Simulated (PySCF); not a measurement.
Two-photon absorption: `ClC(=C(C)C)C(=O)F`, C₅H₆ClFO

Molfile (atoms numbered from 1):
```
C5H6ClFO
     RDKit          3D

 14 13  0  0  0  0  0  0  0  0999 V2000
   -1.2718    1.2897   -0.0464 C   0  0  0  0  0  0  0  0  0  0  0  0
   -0.2725    0.1829   -0.0012 C   0  0  0  0  0  0  0  0  0  0  0  0
   -0.8449   -1.2038    0.0004 C   0  0  0  0  0  0  0  0  0  0  0  0
    1.0631    0.4227    0.0315 C   0  0  0  0  0  0  0  0  0  0  0  0
    1.7037    2.0380    0.0510 Cl  0  0  0  0  0  0  0  0  0  0  0  0
    2.0632   -0.6622    0.0386 C   0  0  0  0  0  0  0  0  0  0  0  0
    1.8449   -1.8321    0.0179 O   0  0  0  0  0  0  0  0  0  0  0  0
    3.3163   -0.2126    0.0612 F   0  0  0  0  0  0  0  0  0  0  0  0
   -1.8774    1.2765    0.8760 H   0  0  0  0  0  0  0  0  0  0  0  0
   -1.9730    1.1181   -0.8793 H   0  0  0  0  0  0  0  0  0  0  0  0
   -0.8138    2.2785   -0.1540 H   0  0  0  0  0  0  0  0  0  0  0  0
   -0.6173   -1.7224   -0.9445 H   0  0  0  0  0  0  0  0  0  0  0  0
   -0.4107   -1.8291    0.7913 H   0  0  0  0  0  0  0  0  0  0  0  0
   -1.9359   -1.1623    0.1204 H   0  0  0  0  0  0  0  0  0  0  0  0
  1  2  1  0
  2  3  1  0
  2  4  2  3
  4  5  1  0
  4  6  1  0
  6  7  2  0
  6  8  1  0
  1  9  1  0
  1 10  1  0
  1 11  1  0
  3 12  1  0
  3 13  1  0
  3 14  1  0
M  END
```

Computed with TDDFT B3LYP/def2-SVPD excited states, vertical, gas phase (PySCF 2.14.0). Geometry: PBE0-D3(BJ)/def2-SVP.

(1) Give the one- and two-photon strengths of the lowest singlets.

Answers

(1) δ for parallel linear polarisation; σ at the peak of a Lorentzian of half width 0.1 eV, single beam; Ω is circular over linear.
```csv
state,E (eV),f,photon λ (nm),δ (au),σ (GM),Ω,main
S1,4.91,0.054,505,19,0.17,1.40,"HOMO−1→LUMO 0.67, HOMO→LUMO 0.28"
S2,4.97,0.153,498,52,0.47,1.42,"HOMO→LUMO 0.68, HOMO−1→LUMO 0.28"
S3,5.99,0.000,414,0.14,0.00,1.48,HOMO−2→LUMO 0.94
S4,6.33,0.002,392,6.09,0.09,1.50,"HOMO→LUMO+1 0.61, HOMO→LUMO+2 0.36"
S5,6.64,0.009,373,15.1,0.24,1.50,"HOMO→LUMO+2 0.61, HOMO→LUMO+1 0.37"
```

Among these, the strongest one-photon state is S2, the strongest two-photon state S2, with a dipole change of 2.0 D (relaxed, norm of the difference vector).
